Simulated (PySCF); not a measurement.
Species: `Cl[C@@](C)(CCCl)[SiH3]`. The columns A, B, C and D hold Mulliken, IAO, Hirshfeld and ESP-fitted charges (e) of one PBE0/pcSseg-1 density (PySCF), in a shuffled order. Coordinates in Å (GFN2-xTB); the density's dipole moment is (-2.09, -1.04, -0.10) D.

| atom | x | y | z | A | B | C | D |
| --- | --- | --- | --- | --- | --- | --- | --- |
| C1 | -1.425 | 0.248 | -1.347 | -0.681 | -0.129 | -0.415 | -0.124 |
| C2 | -0.449 | 0.370 | -0.187 | +0.018 | -0.700 | -0.185 | -0.020 |
| Si3 | -1.166 | -0.367 | 1.438 | +0.355 | +0.538 | +0.589 | +0.299 |
| Cl4 | -0.260 | 2.139 | 0.161 | -0.138 | -0.093 | -0.133 | -0.041 |
| C5 | 0.910 | -0.181 | -0.607 | -0.080 | -0.112 | -0.257 | -0.084 |
| C6 | 1.986 | -0.028 | 0.453 | -0.335 | -0.193 | -0.235 | -0.038 |
| Cl7 | 3.523 | -0.715 | -0.133 | -0.145 | -0.156 | -0.115 | -0.076 |
| H8 | -1.593 | -0.803 | -1.574 | +0.208 | +0.126 | +0.146 | +0.049 |
| H9 | -1.036 | 0.738 | -2.239 | +0.207 | +0.130 | +0.151 | +0.044 |
| H10 | -2.381 | 0.704 | -1.097 | +0.211 | +0.136 | +0.153 | +0.042 |
| H11 | -0.382 | 0.107 | 2.573 | -0.092 | -0.056 | -0.104 | -0.070 |
| H12 | -2.547 | 0.094 | 1.538 | -0.069 | -0.059 | -0.102 | -0.068 |
| H13 | -1.113 | -1.826 | 1.322 | -0.070 | -0.070 | -0.121 | -0.074 |
| H14 | 1.242 | 0.321 | -1.521 | +0.122 | +0.143 | +0.150 | +0.037 |
| H15 | 0.783 | -1.242 | -0.837 | +0.106 | +0.144 | +0.150 | +0.043 |
| H16 | 2.172 | 1.021 | 0.682 | +0.189 | +0.176 | +0.172 | +0.037 |
| H17 | 1.728 | -0.566 | 1.365 | +0.194 | +0.174 | +0.155 | +0.043 |

Task: Which column most likely holds the ESP-fitted charges?

Result: A. Σ q r misses the density's dipole by 0.07 D (A), 0.83 D (C), 1.14 D (D), 1.27 D (B). Charges fitted to the outside potential are the only set here that is tied to the molecule's multipoles.

Task: And the Hirshfeld charges?

Result: D. The mean sizes are 0.070 e (D), 0.184 e (B), 0.189 e (A), 0.196 e (C), and Hirshfeld charges are commonly the smallest of these schemes.

As computed, A = ESP-fitted, B = Mulliken, C = IAO, D = Hirshfeld. Hydrogens on carbon: ESP-fitted +0.11 to +0.21, Mulliken +0.13 to +0.18, IAO +0.15 to +0.17, Hirshfeld +0.04 to +0.05 e.

The Mulliken scheme gives each basis function's population to the atom it is centred on and halves the overlap population of two atoms between them. The ESP scheme is a least-squares fit of atom-centred charges to the potential on four shells outside the van der Waals surface, with the total charge fixed.

The structure is a single GFN2-xTB conformer in the gas phase; no vibrational or solvent corrections.

Shape of the structure used: `[CH3:1][C@:2]([SiH3:3])([Cl:4])[CH2:5][CH2:6][Cl:7]`: C1–C2–C5–C6 176°, C2–C5–C6–Cl7 179°.
